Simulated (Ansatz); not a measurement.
Reaction (formal exchange of groups at a C–F bond): `C=C(F)SC` + BH₃ → `BC(=C)SC` + H–F

Calculated with Ansatz (gas phase, PBE0-D4/def2-TZVP geometries, no zero-point term in ΔE). CBS: MP2 limit from def2 TZ/QZ plus the TZ coupled-cluster correction, frozen cores. This one scheme is used for every species. DFT in def2-TZVPP. B3LYP here is the variant with VWN-RPA as its local correlation; programs differ in this. One conformer a species, not always the lowest.

```json
{"level": "PBE-D4", "ΔE (kJ/mol)": "-99.0", "difference from CCSD(T)/CBS": "9.8"}
{"level": "r2SCAN-D4", "ΔE (kJ/mol)": "-93.3", "difference from CCSD(T)/CBS": "15.5"}
{"level": "PBE0-D4", "ΔE (kJ/mol)": "-100.6", "difference from CCSD(T)/CBS": "8.2"}
{"level": "B2PLYP", "ΔE (kJ/mol)": "-94.8", "difference from CCSD(T)/CBS": "14.0"}
{"level": "PBE0", "ΔE (kJ/mol)": "-96.3", "difference from CCSD(T)/CBS": "12.5"}
{"level": "B3LYP", "ΔE (kJ/mol)": "-85.9", "difference from CCSD(T)/CBS": "22.9"}
{"level": "MP2/def2-TZVPP", "ΔE (kJ/mol)": "-113.3", "difference from CCSD(T)/CBS": "-4.5"}
{"level": "SCS-MP2/def2-TZVPP", "ΔE (kJ/mol)": "-101.9", "difference from CCSD(T)/CBS": "6.9"}
{"level": "HF/def2-QZVPP", "ΔE (kJ/mol)": "-76.2", "difference from CCSD(T)/CBS": "32.6"}
{"level": "MP2/CBS(def2)", "ΔE (kJ/mol)": "-118.9", "difference from CCSD(T)/CBS": "-10.1"}
{"level": "CCSD(T)/CBS", "ΔE (kJ/mol)": "-108.8", "difference from CCSD(T)/CBS": "0"}
```

Largest T1 diagnostic among the species: 0.012.

The D4 term adds −8.0 kJ/mol with B3LYP and −4.3 kJ/mol with PBE0; it sums over pairs of atoms, weighted by their polarisabilities, and B3LYP, whose exchange is more repulsive, gets the larger term. In def2-TZVPP, CCSD(T) changes the Hartree–Fock value by −27.4 kJ/mol (the triples alone add −3.9 kJ/mol) and MP2 by −37.5 kJ/mol.
